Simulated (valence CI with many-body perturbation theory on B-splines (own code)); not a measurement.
Results of a calculation; reference values are marked as such.
# Dy LIII: magnetic and hyperfine properties of the levels

Method: configuration interaction combined with many-body perturbation theory (CI+MBPT): four valence electrons over a frozen Dirac-Fock core [Ne], radial functions for each j: 11 s, 11 p, 10 d, 8 f, 5 g, 2 h, with the one-electron correlation potential Σ1 (screened to all orders), the two-electron term Σ2, the three-electron term Σ3, Breit, model QED; selected single and double excitations, second order for the rest, scaled by the run's own slope (own B-spline code, finite nucleus).

The last digits are not significant, and no measured levels were compared; by estimate large intervals hold to a few tenths of a per cent, small ones and those within an open d or f shell to about a per cent. Among the levels kept, up to 590 cm⁻¹ of a level comes from second order outside the variational space, and about a tenth of that is noise between levels of different J, which matters for small intervals.

A/g_I is the dipole constant over the nuclear g factor μ/I (μ in nuclear magnetons, uniformly magnetised nucleus), B/Q the quadrupole constant per barn. Both hold the static response of the core; the bare values leave it out. Large factors of s and p1/2 electrons are usually good to 5 to 10 %; those of open d and f shells near neutrality can be off by tens of per cent, and small factors of p3/2, d and f electrons come from cancelling terms and can be off by a factor of two or in sign, in half-filled shells by more. B is blank for J = 1/2, where it vanishes, and for nearly pure S terms. Energies count from the lowest level. Levels with J = 0 are left out.

Levels are named by their leading jj configuration (3d3/2^4 stands for four electrons in 3d with j = 3/2), which in mixed levels can hold well under half, so a name can repeat and another be missing. Letters in brackets count levels of one name in rising energy.

```
                         Level  E (eV)      g  A/g_I (MHz)  A/g_I bare  B/Q (MHz/b)  B/Q bare
        (3s^2 3p1/2 3p3/2) J=1  198.78  1.492       -93500      -88500       141000    139000
        (3s^2 3p1/2 3p3/2) J=2  206.99  1.170       381000      376000       253000    249000
        (3s 3p1/2^2 3p3/2) J=2  338.96  1.548       917000      900000       254000    251000
        (3s 3p1/2^2 3p3/2) J=1  363.80  1.030      -582000     -565000       161000    159000
        (3s^2 3p1/2 3d3/2) J=2  389.30  0.756       332000      328000        55200     56700
            (3s^2 3p3/2^2) J=2  411.82  1.309       148000      147000        28900     28500
        (3s^2 3p1/2 3d3/2) J=1  425.66  0.877      -256000     -246000        40300     40700
        (3s^2 3p1/2 3d5/2) J=2  452.31  1.301       -92400      -87400        30100     31600
        (3s^2 3p1/2 3d5/2) J=3  453.19  1.113       216000      214000        34500     36600
        (3s 3p1/2^2 3d3/2) J=1  532.81  0.421      -730000     -711000        22500     23300
    (3s 3p1/2 3p3/2^2) J=2 [a]  533.07  1.508       592000      582000        89900     88600
        (3s 3p1/2^2 3d3/2) J=2  538.85  1.146       848000      832000        43600     45000
        (3s 3p1/2 3p3/2^2) J=3  547.74  1.309       792000      778000        22200     22000
    (3s 3p1/2 3p3/2^2) J=1 [a]  570.15  1.269       747000      734000      -207000   -204000
    (3s 3p1/2 3p3/2^2) J=2 [b]  571.33  1.084        93400       94600       -23000    -22500
    (3s 3p1/2 3p3/2^2) J=1 [b]  580.54  1.356       465000      459000       136000    134000
        (3s 3p1/2^2 3d5/2) J=3  592.00  1.356       573000      563000        40900     42900
        (3s 3p1/2^2 3d5/2) J=2  604.06  1.021      -472000     -458000        20100     22100
        (3s^2 3p3/2 3d3/2) J=3  620.61  1.099       133000      134000       287000    285000
        (3s^2 3p3/2 3d3/2) J=2  622.44  1.060        39900       42400       -26100    -25700
        (3s^2 3p3/2 3d3/2) J=1  623.32  1.125       164000      164000      -133000   -132000
        (3s^2 3p3/2 3d5/2) J=4  646.77  1.241        73700       74800       345000    343000
        (3s^2 3p3/2 3d5/2) J=2  653.74  1.248        73100       74500      -184000   -180000
        (3s^2 3p3/2 3d5/2) J=3  676.42  1.188        86800       87400        15200     16900
        (3s^2 3p3/2 3d5/2) J=1  684.38  1.079       -20000      -16800        44700     44800
(3s 3p1/2 3p3/2 3d3/2) J=2 [a]  706.22  1.190       226000      225000        15900     15800
(3s 3p1/2 3p3/2 3d3/2) J=1 [a]  716.22  1.159       374000      369000      -131000   -130000
(3s 3p1/2 3p3/2 3d3/2) J=3 [a]  720.61  1.145       524000      515000        61600     61500
(3s 3p1/2 3p3/2 3d3/2) J=2 [b]  722.16  1.170       290000      288000       -45100    -44800
    (3s 3p1/2 3p3/2 3d3/2) J=4  734.67  1.180       619000      609000       220000    219000
(3s 3p1/2 3p3/2 3d3/2) J=2 [c]  747.02  0.904       337000      333000       -87400    -85700
(3s 3p1/2 3p3/2 3d3/2) J=3 [b]  751.74  1.330       559000      550000       228000    225000
(3s 3p1/2 3p3/2 3d3/2) J=1 [b]  756.28  1.771      1320000     1290000        83000     82200
(3s 3p1/2 3p3/2 3d3/2) J=2 [d]  756.76  1.424       678000      668000        55300     53200
```

**Question.** Take the isotope of mass number 163, with I = 5/2, μ = 0.671 μN and Q = 2.65 b. What is the hyperfine structure of (3s^2 3p1/2 3p3/2) J=2?

**Answer.** From the table A = 102000 MHz, B = 670000 MHz. Shifts from the centre of gravity in MHz: F = 1/2: -245000, F = 3/2: -394000, F = 5/2: -474000, F = 7/2: -234000, F = 9/2: 678000.
